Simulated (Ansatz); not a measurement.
H4N (SMILES [NH4+]), charge +1, singlet, at a GFN2-xTB geometry. Base run: PBE/cc-pVTZ (Ansatz, an electronic-structure program).

Input for Ansatz:
Ansatz 0.2 input:
```yaml
crystal:
  periodic: [false, false, false]
  atoms:
    - {symbol: N, position_ang: [0.00000000, -0.00000000, -0.00000000]}
    - {symbol: H, position_ang: [-0.69851852, -0.34749108, -0.67183826]}
    - {symbol: H, position_ang: [0.02245826, 1.02891450, -0.02958725]}
    - {symbol: H, position_ang: [-0.25206810, -0.31063626, 0.94868941]}
    - {symbol: H, position_ang: [0.92812837, -0.37078716, -0.24726391]}
basis:
  gaussian:
    orbitals: cc-pVTZ
hamiltonian:
  xc: pbe
total_charge: 1
```

Each row names what was changed in the base input (with any setting that the change needs).

```csv
change,basis functions,E (Eh)
base,86,-56.84693
basis = jorge-DZP-DKH; relativity = none,35,-56.82166
basis = x2c-TZVPall; relativity = spin-free X2C; nucleus = Gaussian,55,-56.87557
basis = x2c-TZVPall; relativity = spin-free X2C,55,-56.87557
basis = cc-pVDZ-DK; relativity = spin-free X2C; nucleus = Gaussian,34,-56.85195
basis = cc-pVDZ-DK; relativity = spin-free X2C,34,-56.85195
basis = x2c-TZVPall; relativity = none,55,-56.84493
basis = jorge-DZP-DKH; relativity = spin-free X2C; nucleus = Gaussian,35,-56.85193
basis = jorge-DZP-DKH; relativity = spin-free X2C,35,-56.85193
basis = cc-pVDZ-DK; relativity = none,34,-56.82123
```

Total energies compare only within one method and basis.

Ansatz warned in this series: the basis is contracted for relativity, which the run leaves out.

Basis sets contracted for a relativistic Hamiltonian are a mismatch without it, so the rows without relativity aren't non-relativistic limits. No row has spin-orbit coupling; sets with core potentials leave out the core electrons.
